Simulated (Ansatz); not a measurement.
A nudged elastic band was laid between two geometries of C₃H₇GeN (12 atoms, charge 0, multiplicity 1).

The calculation used Ansatz 0.2.0, RKS LDA/def2-SVP.

```json
{
 "movable images": "5",
 "climbing image": "yes",
 "spring": "5.0 eV/Å²",
 "optimiser": "quadratic models (default)",
 "start path": "through a guess of the saddle point",
 "force threshold": "0.05 eV/Å",
 "iteration limit": "60",
 "end points": "relaxed"
}
```

First end point:

```xyz
12
Properties=species:S:1:pos:R:3
C -1.425 -1.040 2.135
C -0.592 -0.365 1.174
C 0.120 0.214 0.359
Ge 1.195 1.065 -0.943
N 0.988 0.405 -2.633
H -2.197 -1.667 1.637
H -0.829 -1.709 2.794
H -1.959 -0.317 2.791
H 0.816 2.559 -0.998
H 2.677 0.868 -0.565
H 0.035 0.518 -3.000
H 1.247 -0.586 -2.716
```

Last end point:

```xyz
12
Properties=species:S:1:pos:R:3
C -0.846 -0.734 1.475
C -0.397 0.514 0.923
C -0.064 1.610 0.425
Ge 1.484 0.688 -0.789
N 0.662 -0.176 -2.175
H -1.058 -1.464 0.661
H -0.076 -1.189 2.135
H -1.783 -0.608 2.068
H -0.199 2.690 0.321
H 1.659 -0.571 0.161
H 0.341 0.336 -3.000
H 0.354 -1.152 -2.170
```

(1) What changes between the two ends?

(2) What energy profile does the band end with?

(3) What is the geometry of the highest image?

Results:

(1) Bonds broken: Ge4–H9. Bonds formed: C3–H9.

(2) The run converged. The highest image is number 2 of 0 to 6, 2.09 eV above the first end and 1.44 eV above the last; the last end lies 0.65 eV above the first. Neighbouring images differ by up to 1.8 eV, so the band resolves the path poorly. A vibrational analysis at the climbing image gives one clearly imaginary mode, 726i cm⁻¹: a first-order saddle point. The orbitals stay closed-shell, which can raise the energy where a bond breaks towards radicals; this wasn't checked here.

```csv
image,path coordinate (Å),energy (eV),Ge4–H9 (Å),C3–H9 (Å)
0,0.00,0.00,1.54,2.80
1,1.11,0.26,1.53,2.48
2,2.22,2.09,1.67,1.37
3,3.55,1.19,2.27,1.09
4,4.88,1.03,2.63,1.09
5,6.22,0.77,2.77,1.09
6,7.55,0.65,2.84,1.09
```

(3) 
```xyz
12
Properties=species:S:1:pos:R:3
C -1.334 -0.899 2.041
C -0.468 -0.288 1.073
C 0.291 0.238 0.242
Ge 1.319 1.295 -1.168
N 1.048 0.294 -2.679
H -2.107 -1.534 1.553
H -0.769 -1.544 2.751
H -1.874 -0.137 2.650
H 0.095 1.557 -0.055
H 2.700 0.956 -0.552
H 0.358 0.699 -3.321
H 0.817 -0.691 -2.501
```

Run time: 3.5 min on 2 threads of Arm Neoverse V1, with other jobs on the host, peak memory 0.17 GiB.
